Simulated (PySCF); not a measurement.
NbMe4, C4H12Nb (doublet state).
Geometry (PBE0-D3(BJ)/def2-SVP, Å), atoms numbered from 1 in this order:
```xyz
17
C4H12Nb angstrom
Nb    -0.007    0.004    0.004
C     -0.022   -0.085    2.142
H     -1.017    0.021    2.610
H      0.586    0.793    2.441
H      0.468   -0.984    2.558
C      2.007    0.068   -0.711
H      2.109   -0.033   -1.807
H      2.477   -0.824   -0.248
H      2.586    0.952   -0.386
C     -0.965    1.767   -0.738
H     -0.964    1.862   -1.839
H     -0.593    2.713   -0.304
H     -2.020    1.644   -0.418
C     -1.032   -1.746   -0.677
H     -2.081   -1.823   -0.340
H     -0.518   -2.697   -0.446
H     -1.043   -1.632   -1.781
```

Method used: PySCF 2.14.0, PBE0-D3(BJ)/def2-SVP geometry optimisation, gas phase, def2 core potentials past Kr.

(1) Which atoms are bound to Nb1, and at what distances?

(2) List the angles at Nb1.

(3) What is the shape at Nb1?

(4) What are the other bond lengths?

Answers

(1) 4 atoms: C6 2.139 Å, C10 2.139 Å, C2 2.139 Å, C14 2.140 Å. The nearest atom not counted as bound is H4, at 2.63 Å (others tie with it).

(2) 
```
      angle  degrees  distance of the outer atoms (Å)
 C2–Nb1–C10    112.2                             3.55
 C6–Nb1–C14    111.6                             3.54
C10–Nb1–C14    110.4                             3.51
  C2–Nb1–C6    110.0                             3.50
 C2–Nb1–C14    106.3                             3.42
 C6–Nb1–C10    106.3                             3.42
```

(3) Tetrahedral: angles from 106.3° to 112.2°; τ4 = (360° − α − β)/141° = 0.97 with α and β the two widest (0 for a square, 1 for a tetrahedron).

(4) C2–H3 and 11 like bonds 1.107 Å.

Charge 0, doublet. ⟨S²⟩ = 0.755 (exact for a doublet: 0.75). Stationary, but not proved a minimum.
